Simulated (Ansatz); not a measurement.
Basis-set extrapolation for CH7BOSi2 (`[SiH3]B1C[SiH2]O1`) (PBE0-D4/def2-TZVP geometry, frozen core, Ansatz 0.2.0). Multiplicity 1, RHF reference.

|  | def2-TZVPP | def2-QZVPP |
| --- | --- | --- |
| HF | -719.497621 | -719.522327 |
| MP2 correlation | -0.743831 | -0.797617 |
| CCSD(T) correlation | -0.829410 | not run |

Energies in hartree. Use E(X) = E(∞) + A·exp(−7.88·√X) for Hartree–Fock and E(X) = E(∞) + B·X^(−2.97) for correlation, with X = 3 and 4, and add CCSD(T) minus MP2 of the smaller set to the MP2 limit.

What is the CCSD(T) energy at the basis-set limit?

HF limit: -719.522327 + (-0.024706) × 0.13774 = -719.52573. MP2 limit: -0.797617 + (-0.053786) × 0.74074 = -0.83746. Higher-order term: -0.829410 − (-0.743831) = -0.08558. Total: -720.44877 hartree, 76.4 kcal/mol below CCSD(T)/def2-TZVPP.
